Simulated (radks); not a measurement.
Polarisability of neutral sulfur, [Ne] 3s2 3p4, at imaginary frequency. All-electron calculation, scalar-relativistic Kohn-Sham, LB94 model potential, spin-polarised, spherical densities, finite nucleus; open shells are filled with parallel spins first; Fermi nuclear charge, rms radius 3.2611 fm. Program: a radial shooting solver on a logarithmic mesh with Libxc functionals. Response by self-consistent Sternheimer equations with the Hartree and adiabatic LDA kernel, the relativistic mass of each level held fixed and spin-orbit coupling left out.

w (hartree),alpha1(iw) (bohr^3)
0.00266,19.94
0.0143,19.91
0.0360,19.79
0.0697,19.40
0.118,18.48
0.186,16.76
0.280,14.12
0.413,10.82
0.605,7.412
0.892,4.501
1.35,2.413
2.12,1.139
3.59,0.4693
6.94,0.1619
17.5,0.03599

Static values: alpha1 = 19.94 bohr^3 (2.954 angstrom^3; uncoupled 30.26). C6 = 136.4, triple-dipole C9 = 1982 atomic units. One-pole (London) frequency 4 C6 / (3 alpha1^2) = 0.458 hartree, against 0.410 for minus the highest occupied eigenvalue. Recommended static value: 19.4 bohr^3 (Schwerdtfeger and Nagle, 2023 table).
